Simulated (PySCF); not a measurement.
Cl2FHOSn, SMILES [OH][Sn]([F])([Cl])[Cl].

Geometry optimised at B3LYP-D3(BJ)/def2-SVP. The structure was generated by enumeration; whether it is a known compound was not checked. The def2 effective core potentials stand for the cores of Sn; spin–orbit coupling is left out. The values are those of a single conformer.

Computed with B3LYP-D3(BJ)/def2-SVP run with PySCF.

Frequencies are harmonic and unscaled.

| mode | ν (cm⁻¹) | IR (km/mol) | Raman (Å⁴/amu) | depolarisation | moving atoms (share of kinetic energy) |
|---|---|---|---|---|---|
| 1 | 47 | 47.0 | 1.3 | 0.75 | H 47 %, O 28 %, F 15 %, Cl 10 % |
| 2 | 105 | 1.2 | 3.4 | 0.74 | Cl 77 %, Sn 9 % |
| 3 | 138 | 7.2 | 1.4 | 0.75 | Cl 33 %, Sn 28 %, O 25 %, F 11 % |
| 4 | 149 | 23.5 | 2.2 | 0.75 | H 50 %, O 17 %, F 17 %, Cl 15 % |
| 5 | 161 | 34.1 | 2.3 | 0.69 | F 47 %, O 26 %, Sn 14 % |
| 6 | 171 | 44.7 | 2.9 | 0.75 | F 39 %, O 29 %, Cl 17 %, Sn 15 % |
| 7 | 373 | 17.7 | 21.1 | 0.09 | Cl 85 %, Sn 13 % |
| 8 | 403 | 78.2 | 5.3 | 0.75 | Cl 70 %, Sn 29 % |
| 9 | 634 | 52.6 | 18.8 | 0.08 | O 54 %, F 35 %, Sn 11 % |
| 10 | 647 | 61.2 | 5.1 | 0.72 | F 51 %, O 33 %, Sn 16 % |
| 11 | 889 | 59.7 | 1.3 | 0.71 | H 92 % |
| 12 | 3790 | 114.3 | 123.6 | 0.26 | H 94 % |
